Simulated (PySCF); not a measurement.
## Electron correlation in S(3+) (sulfur, charge +3)

[Ne] 3s2 3p1, 2P determinant. Computed with PySCF 2.14 in cc-pV(D+d)Z (4s3p2d, 23 functions), with the non-relativistic Hamiltonian (point nucleus). Frozen: [Ne]; 3 electrons correlated.

MP2 pair energies summed by pair of shells (mhartree):

| pair | energy | share (%) |
| --- | --- | --- |
| 3s-3s | -24.31 | 57.7 |
| 3s-3p | -17.85 | 42.3 |

Total MP2 correlation energy: -42.16 mhartree.

Same-spin part -2.46 and opposite-spin part -39.70 mhartree; SCS-MP2 scales them by 1/3 and 6/5 to -48.46 mhartree.

| level | correlation energy (mhartree) |
| --- | --- |
| CCSD | -64.02 |
| (T) | -0.62 |
| CCSD(T) | -64.64 |

Diagnostics: T1 = 0.0094, D1 = 0.0225, largest double amplitude 0.110.

Q: Is a single reference adequate?

A: Mostly. T1 lies below 0.03, but a double amplitude of this size points to a near-degeneracy that CCSD handles and MP2 describes poorly.
